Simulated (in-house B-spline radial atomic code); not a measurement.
## RPA and G0W0 on CAM-B3LYP: Rb+

Configuration [Ar] 3d10 4s2 4p6, mean-field start CAM-B3LYP. Computed with a B-spline radial code for spherical atoms: all electrons, scalar-relativistic (spin-free one-electron X2C), finite nucleus, each spin shell either full or empty, empty states to l = 9 with an (l + 1/2)⁻⁴ tail; G0W0 by contour deformation at full frequency.

Command:
```bash
python run_gw.py task.json out
```
Settings (radii: box in bohr, nucleus in fm):
```
Z                        37
electrons                36
configuration            [Ar] 3d10 4s2 4p6
hamiltonian              x2c
method                   camb3lyp
lmax                     9
rms_radius               4.2036
spin_polarised           False
box_radius               23.78
intervals                71
```

Time taken, with all properties: 4.4 s on 1 thread of Arm Neoverse N1, on a shared host.

Energies (hartree):

```tsv
term	value
mean-field total	-2981.05422
Hartree-Fock functional on these orbitals	-2978.99283
direct second order	-2.9422
second-order exchange	0.84514
SOSEX correction	0.78504
```

What is the RPA correlation energy, and what remains with SOSEX?

RPA gives -2.5876 hartree (-1.96 eV per electron); RPA + SOSEX gives -1.8026, and the second-order doubles -2.0971 hartree (no singles). SOSEX takes back 30 % of the RPA value.

Quasi-particle levels (eV):

```
level  occupied  mean field  Σx - vxc     Σc  QP weight    G0W0
   4p       yes     -24.839     -2.56      ?          ?       ?
   5s        no      -4.975      1.38  -0.56      0.987  -4.156
```

G0W0 = mean field + (Σx - vxc) + Σc, with Σc (partial-wave tail included) taken at the quasi-particle energy. Only the outer levels were computed. Levels of low weight are left out.

Where does G0W0 put 4p?

At -27.795 eV, with Σc = -0.40 eV and a quasi-particle weight of 0.937. The tabulated removal energy is 27.290 eV (NIST, measured); the calculation leaves out spin-orbit coupling, Breit and QED terms, and what these don't explain is the method's own error.
